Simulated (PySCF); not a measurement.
**Radial density of Kr(3+) (krypton, charge +3)**

CAM-B3LYP, [Ar] 3d10 4s2 4p3, high-spin 4S determinant. All numbers are calculated (PySCF 2.14, a scalar-relativistic core potential, in aug-cc-pVTZ-PP with one added diffuse shell each of s, d, f type with ECP10MDF (7s5p5d3f, 68 functions)). This is the valence pseudo-density: the core potential removes the inner electrons and smooths the orbitals near the nucleus.

```
r (bohr)  4πr²ρ (e/bohr)  4πr²(ρα − ρβ)
0.000574       5.782e-05         0.0000
0.000966       0.0001632         0.0000
 0.00162       0.0004581         0.0000
 0.00273        0.001269         0.0000
 0.00460        0.003394         0.0000
 0.00773        0.008358         0.0000
  0.0130         0.01798         0.0000
  0.0219         0.03414         0.0000
  0.0368         0.05719         0.0000
  0.0619          0.1604         0.0005
   0.104           1.084         0.0032
   0.175           6.611         0.0410
   0.295           24.68         0.3504
   0.495           34.93         0.3214
   0.833           11.14         0.3760
    1.40           4.570         2.3164
    2.36           1.112         0.7976
    3.97         0.01737         0.0144
```

Energies and moments cover only the electrons outside the core potential.
